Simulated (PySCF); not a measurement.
C8H8O.
Numbering: `[OH:1][c:2]1[cH:3][cH:4][cH:5][c:6]2[c:7]1[CH2:8][CH2:9]2` (hydrogens: H10 on O1; H11 on C3; H12 on C4; H13 on C5; H14, H15 on C8; H16, H17 on C9)

Cartesian coordinates in Å at the PBE0-D3(BJ)/def2-SVP level; atoms count from 1:
```xyz
17
C8H8O angstrom
O     -0.1339    3.0644    0.6809
C      0.1043    1.7455    0.5353
C      1.3418    1.2223    0.1230
C      1.5519   -0.1543   -0.0172
C      0.5454   -1.0917    0.2455
C     -0.6698   -0.5565    0.6512
C     -0.8912    0.8092    0.7934
C     -2.3273    0.6355    1.2242
C     -2.0832   -0.9063    1.0675
H      0.6640    3.5554    0.4563
H      2.1636    1.9128   -0.0947
H      2.5380   -0.4968   -0.3421
H      0.7248   -2.1628    0.1318
H     -3.0814    1.0567    0.5410
H     -2.5603    0.9667    2.2483
H     -2.1703   -1.4847    2.0008
H     -2.6961   -1.3958    0.2944
```

Computed with PySCF at CAM-B3LYP/def2-SVPD, non-relativistic, on one gas-phase PBE0-D3(BJ)/def2-SVP geometry that isn't relaxed in the solvent. The solvent is an IEF-PCM continuum (van der Waals radii × 1.2). Only the electrostatic response of the medium enters.

Gas phase at CAM-B3LYP/def2-SVPD: HOMO -7.67 eV, LUMO 1.05 eV, dipole 0.78 D.

Question: What does the continuum do to the energy, the frontier levels and the dipole at CAM-B3LYP/def2-SVPD in chloroform and acetone?

Answer: 
```tsv
solvent	ε	E(solvent) − E(gas) (kcal/mol)	polarisation term (kcal/mol)	distortion of the solute (kcal/mol)	HOMO (eV)	LUMO (eV)	dipole (D)
chloroform	4.711	-4.12	-4.55	0.43	-7.69	1.05	0.97
acetone	20.49	-5.66	-6.51	0.85	-7.72	1.03	1.07
```

The first energy column is the sum of the next two and covers electrostatics alone. From chloroform to acetone the lowering changes by a factor 1.37, Onsager's factor (ε − 1)/(2ε + 1) by 1.30 and ε itself by 4.3.

Question: Give the dipole vector in the frame of the coordinates (D, pointing from negative to positive charge), gas and acetone.

Answer: Gas (0.74, 0.12, -0.23), solvent (1.01, 0.20, -0.32). Its length changes by +37 % and its direction by 2°.

Question: How does the static polarisability (CAM-B3LYP/def2-SVPD, frozen core, with the continuum's full static response) change?

Answer: 
```
    medium  isotropic (au)  principal values (au)  ⟨r²⟩ of the electrons (bohr²)
       gas            94.2     59.6, 106.6, 116.3                         1081.8
chloroform           119.8     74.7, 137.4, 147.2                         1080.4
   acetone           130.3     82.9, 149.5, 158.3                         1079.8
```

The isotropic value in acetone is 1.38 times the gas-phase one; no cavity-field correction is applied. ⟨r²⟩ is taken about the centre of nuclear charge.
